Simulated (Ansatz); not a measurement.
Job for Ansatz (a program for electronic structure): R-CCSD(T)/aug-cc-pVDZ on HF (SMILES F) with ghost functions, monomers drawn apart or pushed together.

Ansatz 0.2 input:
```yaml
crystal:
  periodic: [false, false, false]
  atoms:
    - {symbol: F, position_ang: [-0.23388643, 0.85647079, 0.58511113]}
    - {symbol: H, position_ang: [-0.16839628, 0.55535679, 1.46867864]}
basis:
  gaussian:
    orbitals: aug-cc-pVDZ
    ghost_atoms:
      - {symbol: C, position_ang: [-0.55894218, 0.31953200, 3.43179534]}
      - {symbol: C, position_ang: [0.48316925, -0.43441949, 3.09903542]}
      - {symbol: H, position_ang: [-0.43629217, 1.33917480, 3.77652381]}
      - {symbol: H, position_ang: [-1.57324987, -0.05752076, 3.38084016]}
      - {symbol: H, position_ang: [0.36108582, -1.45707336, 2.76310955]}
      - {symbol: H, position_ang: [1.49808305, -0.06033587, 3.15884639]}
magnetization: {spin_polarized: false}
correlation: {method: ccsd_t, electrons: outside_noble_gas}
scf: {lower_state_search: off}
```

The log:

```
WARN ansatz: RAYON_NUM_THREADS=2 ignored (pool sized by the plan → 2); use --threads N
Functional definition: HF
these checks for a lower state are left out or cut short: stability, starts, cluster_reference, orbital_swaps, neighbouring_geometries, increment
integrals: 0.16 GiB planned
878 factors; integrals over basis functions are off by at most 1.1e-3 eV
mean field: 0.16 GiB planned
mean field evaluation 1: about -2721.0472 eV, gradient 2.4e1 eV
mean field evaluation 2: about -2721.0471 eV, gradient 2.4e1 eV
mean field evaluation 4: about -2722.0203 eV, gradient 1.2e0 eV
mean field evaluation 8: about -2722.0251 eV, gradient 5.2e-5 eV
mean field -2722.02508178 eV, -100.0325767007 hartree, gradient 1.2e-6 eV, S^2 0.000000; 0 other end points of the search recorded, 0 dependent functions left out
1 core orbitals not correlated
reference -2722.02508178 eV, -100.0325767007 hartree; 4, 4 occupied and 109, 109 virtual orbitals, 878 factors
second order -6.09625870 eV of doubles, -0.00000000 eV of singles
coupled cluster: 0.47 GiB planned
cycle   1  -6.05643390 eV  change    4.0e-2 eV  update   5.3e-2
cycle   2  -6.16755257 eV  change   -1.1e-1 eV  update   1.3e-2
cycle   3  -6.19751385 eV  change   -3.0e-2 eV  update   6.6e-3
cycle   4  -6.19526648 eV  change    2.2e-3 eV  update   9.4e-4
cycle   5  -6.19461378 eV  change    6.5e-4 eV  update   3.6e-4
cycle   6  -6.19471668 eV  change   -1.0e-4 eV  update   8.7e-5
cycle   7  -6.19472402 eV  change   -7.3e-6 eV  update   3.0e-5
cycle   8  -6.19470941 eV  change    1.5e-5 eV  update   9.3e-6
cycle   9  -6.19470572 eV  change    3.7e-6 eV  update   2.5e-6
perturbative correction -0.11904352 eV, -0.0043747688 hartree
Total energy: -2728.33883103 eV, -100.2646027059 hartree
Checks for a lower state left out: stability, starts, cluster_reference, orbital_swaps, neighbouring_geometries, increment
```

The run converged.

Cost: very roughly 4 core-seconds.
